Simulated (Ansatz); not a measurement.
`N=[C](F)[AlH2]` and `C[C](=N)[AlH2]` differ in one atom or group.

Ansatz, PBE0-D4/def2-TZVP geometries, multiplicity 1. Each molecule was computed in one conformer, which needn't be the lowest.

| property | `N=[C](F)[AlH2]` |
| --- | --- |
| HOMO–LUMO gap (ωB97M-V/def2-TZVPP) / eV | 9.48 |
| HOMO energy (B3LYP/def2-TZVPP) / eV | -7.66 |
| LUMO energy (ωB97M-V/def2-TZVPP) / eV | -0.71 |
| LUMO energy (B3LYP/def2-TZVPP) / eV | -2.65 |
| HOMO–LUMO gap (PBE0/def2-TZVPP) / eV | 5.45 |
| HOMO energy (PBE/def2-TZVPP) / eV | -6.44 |

**Question.** Give the same properties after the change, and the shifts. (Best estimate.)

**Answer.** The calculation gave: 
```tsv
property	`C[C](=N)[AlH2]`	shift
HOMO–LUMO gap (ωB97M-V/def2-TZVPP) / eV	8.64	-0.84
HOMO energy (B3LYP/def2-TZVPP) / eV	-6.52	1.14
LUMO energy (ωB97M-V/def2-TZVPP) / eV	-0.35	0.36
LUMO energy (B3LYP/def2-TZVPP) / eV	-2.27	0.38
HOMO–LUMO gap (PBE0/def2-TZVPP) / eV	4.66	-0.79
HOMO energy (PBE/def2-TZVPP) / eV	-5.40	1.04
```

With PBE0 the HOMO rises by 1.16 eV and the LUMO rises by 0.36 eV, so the gap narrows by about 0.80 eV. PBE moves the HOMO by 1.04 eV and ωB97M-V by 1.20 eV. The zero-point energy changes by 92.7 kJ/mol with +9 modes.

B3LYP here is the variant with VWN-RPA as its local correlation; programs differ in this.
